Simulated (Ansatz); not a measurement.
Cost and result up the ladder for Ge21H28, a nanocrystal cut from hexagonal germanium (49 atoms). Total charge 0; singlet. Geometry: r2SCAN-D4/def2-SVP.

```xyz
49

Ge   -2.7312    2.3696    3.1795
Ge   -1.6658    0.1788    3.0891
Ge   -3.7350   -1.5956   -0.6507
Ge   -2.6959   -3.8001   -0.7010
Ge   -3.1033    2.3570   -0.7609
Ge   -2.2706    3.6129    1.1439
Ge   -2.0538    0.1510   -0.8474
Ge   -0.4656   -0.0941    0.9918
Ge   -0.2905   -3.5689   -0.9556
Ge    0.5986   -2.3029    0.9232
Ge    0.1323    3.8649    0.8961
Ge    1.2125    1.6730    0.8279
Ge    2.7620    1.4336    2.6872
Ge    3.0102   -2.0306    0.7396
Ge    3.8206   -0.7618    2.6471
Ge   -0.8334   -0.1375   -2.9364
Ge    0.2243   -2.3466   -2.9968
Ge    0.8355    1.6229   -3.1002
Ge    2.4161    1.3754   -1.2696
Ge    2.6361   -2.1209   -3.2111
Ge    3.4763   -0.8325   -1.3275
H    -4.2536    2.2030    3.3500
H    -2.2035    3.1563    4.3949
H    -2.7267   -0.9325    3.2182
H    -0.6806    0.0197    4.2643
H    -4.5133   -1.4082    0.6672
H    -4.7429   -1.4629   -1.8099
H    -3.0084   -4.5584    0.6042
H    -3.2706   -4.6192   -1.8736
H    -4.6326    2.1829   -0.6543
H    -2.8116    3.1248   -2.0661
H    -2.9485    5.0000    1.2051
H     0.3872   -4.9574   -1.0079
H     0.2628   -3.0374    2.2438
H     0.7059    4.6717    2.0794
H     0.4501    4.6434   -0.3965
H     2.0002    1.6286    4.0137
H     3.8353    2.5370    2.6000
H     3.6831   -3.4214    0.6859
H     3.5006   -1.5232    3.9486
H     5.3509   -0.6000    2.5572
H    -1.8243   -0.0260   -4.1184
H    -0.3362   -3.1247   -4.2091
H     0.1399    2.9963   -2.9907
H     1.5599    1.5651   -4.4610
H     3.5132    2.4596   -1.3794
H     3.2950   -3.5150   -3.2302
H     2.9859   -1.4112   -4.5355
H     5.0034   -0.6388   -1.4683
```

Ansatz on 11 threads of AMD EPYC 7R13 on a shared host and a whole NVIDIA H100 80GB HBM3. Times are rough, and most runs start from the orbitals of an earlier one. PBE0-D4/def2-TZVP serves as the yardstick here, not as an exact answer. Differences are given only for rows in sets of like size (and for xTB, whose basis is part of the method), since another set adds its own error. Binding counts from free atoms at the same level (Ge triplet, H doublet; other spins of the atoms weren't run), without zero-point energy or a counterpoise term.

Single mean-field runs in def2-SVP, def2-TZVP are fitted with def2-universal-jkfit.

```tsv
level	functions	wall time
PBE-D4/def2-SVP	812	8.5 s
PBE-D4/def2-TZVP	1176	10 s
r2SCAN-D4/def2-TZVP	1176	11 s
PBE0-D4/def2-SVP	812	13 s
PBE0-D4/def2-TZVP (with forces)	1176	22 s
```

**Question.** Estimate what each level gives for the binding energy per atom (eV).

**Answer.** 
```json
{"level": "PBE-D4/def2-SVP", "binding energy per atom (eV)": "2.93", "difference from PBE0-D4/def2-TZVP (eV)": "–"}
{"level": "PBE-D4/def2-TZVP", "binding energy per atom (eV)": "2.93", "difference from PBE0-D4/def2-TZVP (eV)": "0.00"}
{"level": "r2SCAN-D4/def2-TZVP", "binding energy per atom (eV)": "2.97", "difference from PBE0-D4/def2-TZVP (eV)": "0.04"}
{"level": "PBE0-D4/def2-SVP", "binding energy per atom (eV)": "2.93", "difference from PBE0-D4/def2-TZVP (eV)": "–"}
{"level": "PBE0-D4/def2-TZVP (with forces)", "binding energy per atom (eV)": "2.93", "difference from PBE0-D4/def2-TZVP (eV)": "0.00"}
```
